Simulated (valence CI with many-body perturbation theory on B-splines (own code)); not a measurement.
Pt71+: calculated level list

Level of theory: valence CI with perturbative core correlation (CI+MBPT): five valence electrons over a frozen Dirac-Fock core [He], radial functions for each j: 11 s, 11 p, 10 d, 8 f, 5 g, 2 h, with the one-electron correlation potential Σ1, the two-electron term Σ2, the three-electron term Σ3, Breit, model QED; selected CI, second order for the rest, scaled by the run's own slope (own B-spline code, finite nucleus).

The last digits are not significant, and no measured levels were compared; by estimate large intervals hold to a few tenths of a per cent, small ones and those within an open d or f shell to about a per cent. Among the levels kept, up to 7600 cm⁻¹ of a level comes from second order outside the variational space, and about a tenth of that is noise between levels of different J, which matters for small intervals.

Levels 136 to 180 of 202, with energies above the lowest level, (2s^2 2p1/2^2 2p3/2) J=3/2. "Leading %" is the weight of the configuration and term that name the level; weights of strongly mixed levels are sums over their largest components and can fall short. In the jj column 3d3/2^4 stands for four electrons in 3d with j = 3/2.

```
No.  Configuration  Term     J  E (eV)  Leading %      g  Second component                      Leading jj
136        2s2p³3p    ⁴P   1/2   14346         62  1.782   24 % 2s2p³3p ²P   2s 2p1/2 2p3/2^2 3p3/2 (98 %)
137       2s²2p²3d    ²P   3/2   14357         41  1.200  24 % 2s²2p²3d ²D       2s^2 2p3/2^2 3d5/2 (92 %)
138       2s²2p²3d    ²D   5/2   14357         55  1.204  15 % 2s²2p²3d ²F       2s^2 2p3/2^2 3d5/2 (94 %)
139        2s2p³3p    ⁴P   3/2   14378         36  1.342   23 % 2s2p³3p ²D   2s 2p1/2 2p3/2^2 3p3/2 (95 %)
140        2s2p³3p    ⁴F   9/2   14380         97  1.296                     2s 2p1/2 2p3/2^2 3p3/2 (97 %)
141        2s2p³3p    ⁴D   7/2   14381         64  1.290   34 % 2s2p³3p ²F   2s 2p1/2 2p3/2^2 3p3/2 (99 %)
142          2p⁴3p   ²P°   1/2   14389         72  0.640    19 % 2p⁴3p ⁴D°    2p1/2^2 2p3/2^2 3p1/2 (98 %)
143       2s²2p²3d    ²D   5/2   14397         65  1.183  12 % 2s²2p²3d ²F       2s^2 2p3/2^2 3d5/2 (98 %)
144        2s2p³3p    ²P   3/2   14404         57  1.402   30 % 2s2p³3p ⁴P   2s 2p1/2 2p3/2^2 3p3/2 (97 %)
145        2s2p³3p    ²D   5/2   14424         56  1.222   26 % 2s2p³3p ⁴P   2s 2p1/2 2p3/2^2 3p3/2 (99 %)
146        2s2p³3d   ⁶D°   3/2   14447         42  1.353  21 % 2s2p³3d ⁴D°  2s 2p1/2 2p3/2^2 3d3/2 (100 %)
147        2s2p³3d   ⁶D°   1/2   14448         48  2.246  18 % 2s2p³3d ⁴D°  2s 2p1/2 2p3/2^2 3d3/2 (100 %)
148        2s2p³3d   ⁶D°   5/2   14451         35  1.241  30 % 2s2p³3d ⁴F°   2s 2p1/2 2p3/2^2 3d3/2 (98 %)
149        2s2p³3d   ⁴G°   7/2   14460         36  1.193  25 % 2s2p³3d ⁴D°   2s 2p1/2 2p3/2^2 3d3/2 (99 %)
150        2s2p³3p    ⁴P   3/2   14461         31  1.378   25 % 2s2p³3p ⁴D  2s 2p1/2 2p3/2^2 3p3/2 (100 %)
151        2s2p³3p    ²P   1/2   14478         74  0.706   16 % 2s2p³3p ⁴D   2s 2p1/2 2p3/2^2 3p3/2 (99 %)
152        2s2p³3p    ⁴P   5/2   14478         52  1.323   17 % 2s2p³3p ⁴F   2s 2p1/2 2p3/2^2 3p3/2 (99 %)
153        2s2p³3p    ²F   7/2   14484         79  1.156   14 % 2s2p³3p ⁴F  2s 2p1/2 2p3/2^2 3p3/2 (100 %)
154        2s2p³3p    ⁴P   3/2   14486         37  1.347   21 % 2s2p³3p ²P  2s 2p1/2 2p3/2^2 3p3/2 (100 %)
155        2s2p³3p    ²D   5/2   14493         48  1.235   18 % 2s2p³3p ⁴D   2s 2p1/2 2p3/2^2 3p3/2 (99 %)
156        2s2p³3d   ²G°   9/2   14494         45  1.129  42 % 2s2p³3d ⁴G°   2s 2p1/2 2p3/2^2 3d3/2 (99 %)
157        2s2p³3p    ²D   3/2   14501         36  1.277   23 % 2s2p³3p ²P  2s 2p1/2 2p3/2^2 3p3/2 (100 %)
158        2s2p³3p    ²P   1/2   14505         46  1.343   20 % 2s2p³3p ²S   2s 2p1/2 2p3/2^2 3p3/2 (98 %)
159        2s2p³3p    ²D   5/2   14505         49  1.238   20 % 2s2p³3p ⁴D   2s 2p1/2 2p3/2^2 3p3/2 (99 %)
160        2s2p³3d   ⁴F°   7/2   14506         40  1.230  29 % 2s2p³3d ⁴D°   2s 2p1/2 2p3/2^2 3d3/2 (98 %)
161        2s2p³3d   ⁴D°   5/2   14510         39  1.339  31 % 2s2p³3d ⁴P°   2s 2p1/2 2p3/2^2 3d3/2 (98 %)
162        2s2p³3d   ⁴P°   3/2   14518         43  1.608  30 % 2s2p³3d ⁴S°   2s 2p1/2 2p3/2^2 3d3/2 (99 %)
163        2s2p³3p    ²P   1/2   14531         61  1.347   29 % 2s2p³3p ⁴P   2s 2p1/2 2p3/2^2 3p3/2 (99 %)
164        2s2p³3p    ²D   3/2   14533         48  1.027   30 % 2s2p³3p ²P   2s 2p1/2 2p3/2^2 3p3/2 (99 %)
165        2s2p³3d   ⁴F°   3/2   14564         63  0.629  12 % 2s2p³3d ²D°   2s 2p1/2 2p3/2^2 3d3/2 (96 %)
166        2s2p³3d   ⁶D°   9/2   14568         50  1.350  24 % 2s2p³3d ⁴G°  2s 2p1/2 2p3/2^2 3d5/2 (100 %)
167        2s2p³3d   ⁴D°   7/2   14574         38  1.337  29 % 2s2p³3d ⁶D°   2s 2p1/2 2p3/2^2 3d5/2 (96 %)
168        2s2p³3d   ⁴D°   1/2   14580         80  0.445   9 % 2s2p³3d ⁴P°   2s 2p1/2 2p3/2^2 3d3/2 (71 %)
169        2s2p³3d   ⁴G°   5/2   14588         30  0.937  16 % 2s2p³3d ²D°   2s 2p1/2 2p3/2^2 3d3/2 (97 %)
170        2s2p³3d   ⁴D°   3/2   14590         37  0.860  28 % 2s2p³3d ⁴F°   2s 2p1/2 2p3/2^2 3d3/2 (99 %)
171        2s2p³3d   ²G°   7/2   14593         69  0.954  11 % 2s2p³3d ⁴G°   2s 2p1/2 2p3/2^2 3d3/2 (95 %)
172        2s2p³3d   ⁴F°   5/2   14601         28  1.043  22 % 2s2p³3d ²F°   2s 2p1/2 2p3/2^2 3d3/2 (83 %)
173        2s2p³3d   ²P°   1/2   14608         45  0.819  11 % 2s2p³3d ²S°   2s 2p1/2 2p3/2^2 3d3/2 (67 %)
174        2s2p³3d   ²F°   5/2   14612         40  1.100  19 % 2s2p³3d ⁴D°   2s 2p1/2 2p3/2^2 3d3/2 (67 %)
175        2s2p³3d   ⁴G°  11/2   14615        100  1.241                    2s 2p1/2 2p3/2^2 3d5/2 (100 %)
176        2s2p³3d   ⁴D°   3/2   14615         28  1.196  17 % 2s2p³3d ²D°   2s 2p1/2 2p3/2^2 3d3/2 (72 %)
177        2s2p³3d   ⁴D°   1/2   14616         37  1.019  17 % 2s2p³3d ⁴P°   2s 2p1/2 2p3/2^2 3d5/2 (53 %)
178        2s2p³3d   ⁴F°   9/2   14619         69  1.234  29 % 2s2p³3d ²G°  2s 2p1/2 2p3/2^2 3d5/2 (100 %)
179        2s2p³3d   ²D°   3/2   14620         39  1.090  20 % 2s2p³3d ²P°   2s 2p1/2 2p3/2^2 3d3/2 (73 %)
180        2s2p³3d   ²F°   5/2   14623         30  1.174  15 % 2s2p³3d ⁴D°   2s 2p1/2 2p3/2^2 3d5/2 (51 %)
```
